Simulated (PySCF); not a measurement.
Cd(Br)(I), SMILES [Br][Cd][I] (BrCdI), PBE0/def2-SVP optimised geometry.

```
3

Cd    -0.09     0.00     0.00
Br    -2.50     0.00     0.00
I      2.50     0.00     0.00
```

Density from PBE0/def2-TZVP, def2 effective core potentials past Kr (PySCF) at that geometry. The core electrons that the potentials of Cd, I replace are not part of the density.

Minimum of the electron density along straight lines between bonded atoms, close to the bond critical point (lines longer than 1.1 times the sum of covalent radii, or with two minima, are not listed):

| bond | length / Å | ρ at the minimum / e bohr⁻³ | ∇²ρ there / e bohr⁻⁵ | position (fraction from the first atom) |
|---|---|---|---|---|
| Cd1–Br2 | 2.414 | 0.080 | 0.19 | 0.48 |
| Cd1–I3 | 2.586 | 0.070 | 0.11 | 0.47 |
